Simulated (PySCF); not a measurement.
A calculated (B3LYP, PySCF 2.14, dyall-av2z, the non-relativistic Hamiltonian (point nucleus)) atom or ion has these occupied shells.

```json
{"shell": "1s α", "electrons": "1", "orbital energy (eV)": "-1824.9", "rms radius, mean of both spins (bohr)": "0.129"}
{"shell": "1s β", "electrons": "1", "orbital energy (eV)": "-1824.6", "rms radius, mean of both spins (bohr)": "0.129"}
{"shell": "2s α", "electrons": "1", "orbital energy (eV)": "-168.70", "rms radius, mean of both spins (bohr)": "0.620"}
{"shell": "2s β", "electrons": "1", "orbital energy (eV)": "-168.38", "rms radius, mean of both spins (bohr)": "0.620"}
{"shell": "2p α", "electrons": "3", "orbital energy (eV)": "-124.21", "rms radius, mean of both spins (bohr)": "0.600"}
{"shell": "2p β", "electrons": "3", "orbital energy (eV)": "-123.73", "rms radius, mean of both spins (bohr)": "0.600"}
{"shell": "3p α", "electrons": "2", "orbital energy (eV)": "-23.360", "rms radius, mean of both spins (bohr)": "2.35"}
```

Name the element and its charge.

Si²⁺ (silicon, charge +2), in [Ne] 3p2, high-spin 3P determinant (an excited configuration).
